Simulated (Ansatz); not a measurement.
Reaction (hydrogenolysis of a Ga–C bond): `C#[C][GaH][SH]` + H₂ → `[SH][GaH2]` + `C#C`

Program: Ansatz. Geometries: PBE0-D4/def2-TZVP. ΔE: electronic, gas phase. CCSD(T)/CBS adds triple-zeta CCSD(T) − MP2 to the extrapolated MP2 energy (def2 sets, frozen cores). This one scheme is used for every species. Functionals use def2-TZVPP. HSE06 is defined as in plane-wave codes. For Ga outer-core shells are correlated without core-valence functions, which leaves a few kJ/mol of doubt a bond. Scalar relativity is left out up to krypton. One conformer a species, not always the lowest.

```json
{"species": "`C#[C][GaH][SH]`", "HSE06 energy (Eh)": "-2400.56895"}
{"species": "H₂", "HSE06 energy (Eh)": "-1.16797"}
{"species": "`[SH][GaH2]`", "HSE06 energy (Eh)": "-2324.47912"}
{"species": "`C#C`", "HSE06 energy (Eh)": "-77.25232"}
```

Work out ΔE.

ΔE = (-2324.47912) + (-77.25232) − (-2400.56895) − (-1.16797) = 0.00548 Eh = +14.4 kJ/mol. CCSD(T)/CBS gives +24.2 kJ/mol.

Largest T1 diagnostic among the species: 0.014.

The D4 term adds +7.8 kJ/mol with B3LYP and +4.3 kJ/mol with PBE0; it sums over pairs of atoms, weighted by their polarisabilities, and B3LYP, whose exchange is more repulsive, gets the larger term. From r2SCAN to r2SCAN0 (25 % exact exchange), in def2-TZVPP and without D4, ΔE moves by −3.1 kJ/mol. In def2-TZVPP, CCSD(T) changes the Hartree–Fock value by +20.2 kJ/mol (the triples alone add +5.1 kJ/mol) and MP2 by +28.7 kJ/mol.

B3LYP here is the variant with VWN-RPA as its local correlation; programs differ in this.
